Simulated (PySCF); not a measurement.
Pm⁴³⁺: ionisation energy

Pm⁴³⁺ [Ar] (1S) → Pm⁴⁴⁺ [Ne] 3s2 3p5 (2P), as a difference of total energies. Computed with PySCF 2.14 in an even-tempered Gaussian basis (20 s from 8.8 bohr⁻², ratio 2.2; 14 p from 11 bohr⁻², ratio 2.2; 5 d from 50 bohr⁻², ratio 2.4; 4 f from 74 bohr⁻², ratio 2.4; 4 g from 110 bohr⁻², ratio 2.4), with scalar relativity by spin-free X2C-1e. Correlated levels: outer shells: 1s2 frozen; virtual orbitals above 40 to 60 times the deepest correlated orbital energy dropped. The calculations carry no spin-orbit coupling.

```tsv
method	ionisation energy (eV)
UHF	3565.5
LDA	3566.4
PBE	3566.8
PBE0	3567.0
r2SCAN	3567.8
BLYP	3566.7
TPSS	3567.0
MP2 (outer shells)	3566.6
SCS-MP2 (outer shells)	3566.5
```

A first-order spin-orbit estimate (lowest level to lowest level, LS coupling) adds -43.587 eV.

Breit and QED terms and the two-electron picture change are absent.

For comparison: 3519 ± 4 eV (theoretical estimate listed by NIST; NIST Atomic Spectra Database, ionization energies).
